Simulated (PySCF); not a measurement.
# Rhodium: highly charged ions in a basis for the neutral atom

Rh¹³⁺ [Ar] 3d10 4s2 4p2, Rh¹⁴⁺ [Ar] 3d10 4s2 4p1. Computed with PySCF 2.14 in cc-pVDZ-PP with ECP28MDF (4s4p3d1f, 38 functions), with a scalar-relativistic core potential. No spin-orbit coupling, so a gap to NIST mixes the basis error with missing relativistic terms.

Changed run: basis of the neutral atom used for a highly charged ion. This setting is unsound on purpose.

```tsv
species	method	sound run (hartree)	changed run (hartree)	converged
Rh¹³⁺	UHF	not run	-52.20281	yes
Rh¹³⁺	M06-L	not run	-52.41781	yes
Rh¹³⁺	B3LYP	not run	-52.37823	yes
Rh¹⁴⁺	UHF	not run	-41.05904	yes
Rh¹⁴⁺	M06-L	not run	-41.21407	yes
Rh¹⁴⁺	B3LYP	not run	-41.20316	yes
```

Ionisation energy of Rh¹³⁺:

```
method  changed run (eV)  NIST (eV)
   UHF            303.24    306 ± 3
 M06-L            304.87    306 ± 3
 B3LYP            304.09    306 ± 3
```

The contracted functions were made for the neutral atom and can be too rigid for a highly charged ion.
